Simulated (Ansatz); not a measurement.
The cluster HfS2. Charge 0, multiplicity 5. Geometry PBE0-D4/def2-TZVP.

Cartesian coordinates in Å:
```
Hf -0.1800 0.5455 -0.0435
S -2.0397 -0.9179 0.5743
S 2.2197 0.3724 -0.5307
```

In the def2 sets Hf takes a core potential; there is no spin–orbit coupling. B3LYP takes the VWN-RPA correlation. HSE06 is defined as in plane-wave codes, on full-range PBE exchange. At PBE0-D4/def2-TZVP a singlet of charge 0 lies 3.53 eV below the quintet, each at its own geometry. The structure comes from a short search, and lower isomers may exist.

Problem. Estimate the α-spin orbital energies around the gap (eV) in Ansatz with LDA (SPW92)/def2-TZVP, PBE-D4/def2-TZVP, B97M-V/def2-TZVP, B3LYP-D4/def2-TZVP, HSE06-D4/def2-TZVP.

Solution. 
```csv
orbital,LDA (SPW92)/def2-TZVP,PBE-D4/def2-TZVP,B97M-V/def2-TZVP,B3LYP-D4/def2-TZVP,HSE06-D4/def2-TZVP
HOMO−13,-64.29,-64.51,-67.47,-67.95,-68.20
HOMO−12,-34.16,-34.24,-35.97,-36.53,-36.60
HOMO−11,-34.06,-34.22,-35.96,-36.50,-36.54
HOMO−10,-34.05,-34.20,-35.94,-36.48,-36.53
HOMO−9,-17.52,-17.41,-18.45,-19.15,-19.24
HOMO−8,-17.23,-17.13,-18.17,-18.84,-18.93
HOMO−7,-8.83,-8.59,-8.80,-9.47,-9.41
HOMO−6,-7.80,-7.95,-8.23,-8.91,-8.93
HOMO−5,-7.63,-7.77,-8.11,-8.79,-8.79
HOMO−4,-7.54,-7.39,-7.61,-8.17,-8.06
HOMO−3,-7.52,-7.09,-7.38,-7.94,-7.83
HOMO−2,-7.42,-6.89,-7.11,-7.66,-7.54
HOMO−1,-4.91,-4.83,-4.82,-5.53,-5.39
HOMO,-3.71,-3.82,-4.18,-4.80,-4.73
LUMO,-3.44,-3.18,-2.89,-2.35,-2.62
LUMO+1,-2.89,-2.59,-2.40,-1.79,-2.05
LUMO+2,-2.70,-2.39,-2.19,-1.61,-1.87
LUMO+3,-1.47,-1.39,-1.35,-0.88,-1.19
LUMO+4,-1.24,-1.00,-0.88,-0.43,-0.75
LUMO+5,0.36,0.47,0.43,0.93,0.72
β HOMO,-6.76,-6.50,-6.67,-7.33,-7.18
β LUMO,-6.65,-6.23,-5.94,-5.39,-5.39
```
